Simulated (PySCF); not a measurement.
# Ge²⁺ (germanium, charge +2) across methods

[Ar] 3d10 4s1 4p1, high-spin 3P determinant (an excited configuration). All numbers are calculated (PySCF 2.14, a scalar-relativistic core potential, in aug-cc-pVQZ-PP with ECP10MDF).

```tsv
method	E (hartree)	mean ε 3d β (eV)	mean ε 4s α (eV)	mean ε 4p α (eV)	Σ⟨r²⟩ (bohr²)	⟨S²⟩
LDA	-292.8712	-51.292	-31.325	-21.496	20.66	2.001
r2SCAN	-293.2526	-51.460	-31.511	-21.920	20.55	2.001
CAM-B3LYP	-293.3317	-56.264	-34.015	-24.025	20.66	2.000
PBE	-293.3615	-51.133	-30.983	-21.465	20.69	2.001
UHF	-292.28574	-64.920	-35.995	-25.992	20.78	2.001
PBE0	-293.3356	-54.876	-32.390	-22.712	20.65	2.001
M06-2X	-293.5211	-59.258	-33.439	-23.713	20.70	2.000
HSE06	-293.3285	-54.441	-32.016	-22.288	20.66	2.001
```

(1) Estimate the same row for M06.

Energies and moments cover only the electrons outside the core potential.

## Answers

(1) E (hartree) = -293.4394; mean ε 3d β (eV) = -55.223; mean ε 4s α (eV) = -32.416; mean ε 4p α (eV) = -22.400; Σ⟨r²⟩ (bohr²) = 20.58; ⟨S²⟩ = 2.001.
